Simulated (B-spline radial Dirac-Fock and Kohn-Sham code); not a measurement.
Method: relaxed Dirac-Fock hole states (ΔSCF) with Breit and QED corrections and a finite nucleus. Computed with a radial finite-basis atomic code. No correlation.

Question: Identify the element and charge state from the binding energies below (tabulated ground configuration; the least bound level is included).

```
level  binding energy (eV)
    K              67111.5
   L1              14557.2
   L2              14063.4
   L3              12937.8
   M1               5655.9
   M2               5454.0
   M3               5167.8
```

Answer: Lu⁵³⁺: Z = 71 with 18 electrons, [Ne] 3s2 3p6. The hydrogen-like estimate √(E/Ry) = 70.2 for the K level lies 0.8 below Z (screening lowers it, relativity raises it); the outermost level, at 5167.8 eV, fixes the charge.

Question: Identify the element and charge state from the binding energies below (tabulated ground configuration; the least bound level is included).

```csv
level,binding energy (eV)
L2,17521.2
L3,15469.3
M1,6370.3
M3,5604.6
M4,5164.2
M5,5061.6
N1,3094.8
```

Answer: Tl⁵¹⁺: Z = 81 with 30 electrons, [Ar] 3d10 4s2.
